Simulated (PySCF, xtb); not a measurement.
Ga(AsH2)(F)2 (AsF2GaH2), SMILES [Ga]([F])([AsH2])[F].

GFN2-xTB (xtb) at its own geometry gives an orbital gap of 4.00 eV and a dipole moment of 5.64 D.

Geometry: r2SCAN-D4/def2-SVP. The structure was generated by enumeration; whether it is a known compound was not checked.

Problem. What does PBE/def2-TZVP in PySCF give? (Estimate from the structure and the level; the computed values follow.)

Solution. gap 5.08 eV (levels -7.41 and -2.33 eV), dipole 3.23 D.
